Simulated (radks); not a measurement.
The nuclear charge of the fluorine ion F+ is varied continuously with 8 electrons held in [He] 2s2 2p4. Calculated with a radial shooting solver on a logarithmic mesh with Libxc functionals: Dirac Kohn-Sham, PBE, spin-unpolarised, spherical densities, point nucleus; open shells are shared between the two j in proportion to 2j + 1. By the Hellmann-Feynman theorem dE/dZ = E(electron-nucleus)/Z, the electronic potential at the nucleus.

Z    E (hartree)  E(electron-nucleus)/Z (hartree)   HOMO  e(HOMO) (eV)  <r> HOMO (bohr)
8.5    -86.57430                         -24.0306  2p3/2       -17.721            1.104
8.6    -88.99505                         -24.3845  2p3/2       -19.687            1.078
8.7    -91.45120                         -24.7383  2p3/2       -21.726            1.052
8.8    -93.94271                         -25.0920  2p3/2       -23.839            1.028
8.9    -96.46959                         -25.4456  2p3/2       -26.025            1.006
9      -99.03182                         -25.7991  2p3/2       -28.282           0.9838
9.1   -101.62940                         -26.1525  2p3/2       -30.612           0.9631
9.2   -104.26232                         -26.5059  2p3/2       -33.013           0.9434
9.3   -106.93057                         -26.8592  2p3/2       -35.486           0.9245
9.4   -109.63416                         -27.2125  2p3/2       -38.029           0.9064
9.5   -112.37308                         -27.5658  2p3/2       -40.644           0.8891
9.6   -115.14732                         -27.9190  2p3/2       -43.329           0.8724
9.7   -117.95688                         -28.2722  2p3/2       -46.085           0.8565
9.8   -120.80176                         -28.6254  2p3/2       -48.912           0.8411
9.9   -123.68196                         -28.9786  2p3/2       -51.808           0.8263
10    -126.59748                         -29.3318  2p3/2       -54.775           0.8121

The central difference of E at Z = 9 is -25.799 hartree, to compare with the third column; the second derivative is -3.53 hartree.
